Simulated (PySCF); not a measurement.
F2OSi. Atoms are numbered in the order given.

```xyz
4

Si     0.0000     0.0000     0.1307
O      0.0000     0.0000     1.6353
F      0.0000     1.2436    -0.8284
F      0.0000    -1.2436    -0.8284
```
Charge 0, spin multiplicity 1.

Geometry optimised at B3LYP-D3(BJ)/def2-TZVP.

All values below come from B3LYP/def2-TZVPD (PySCF).

```yaml
total_energy: -564.68791 hartree
point_group: C2v
highest_occupied_level: -9.17 eV
lowest_empty_level: -2.68 eV
orbital_gap: 6.49 eV
dipole_moment: 0.491 e·Å
quadrupole, principal values (traceless, Buckingham form, about the centre of nuclear charge): -8.16, 0.24, 7.92 D·Å
mean_static_polarisability: 26.9 bohr³ (3.99 Å³)
polarisability_principal_values: 23.8, 25.9, 30.9 bohr³
```
